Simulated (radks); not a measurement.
Results of a calculation; reference values are marked as such.
Polarisability of the promethium ion Pm3+, [Xe] 4f4, at imaginary frequency. Code: a radial shooting solver on a logarithmic mesh with Libxc functionals. Model: scalar-relativistic Kohn-Sham, LB94 model potential, spin-polarised, spherical densities, finite nucleus; open shells are filled with parallel spins first (spin-orbit coupling, left out, can overturn this in heavy ions); Fermi nuclear charge, rms radius 4.962 fm. Response by self-consistent Sternheimer equations with the Hartree and adiabatic LDA kernel, the relativistic mass of each level held fixed and spin-orbit coupling left out.

w (hartree)  alpha1(iw) (bohr^3)
0.00266                    6.523
0.0143                     6.522
0.0360                     6.514
0.0697                     6.488
0.118                      6.424
0.186                      6.291
0.280                      6.045
0.413                      5.630
0.605                      4.977
0.892                      4.038
1.35                       2.884
2.12                       1.755
3.59                      0.8919
6.94                      0.3510
17.5                     0.08137

Static values: alpha1 = 6.524 bohr^3 (0.9667 angstrom^3; uncoupled 11.79). C6 = 38.50, triple-dipole C9 = 177.3 atomic units. One-pole (London) frequency 4 C6 / (3 alpha1^2) = 1.206 hartree, against 1.531 for minus the highest occupied eigenvalue.
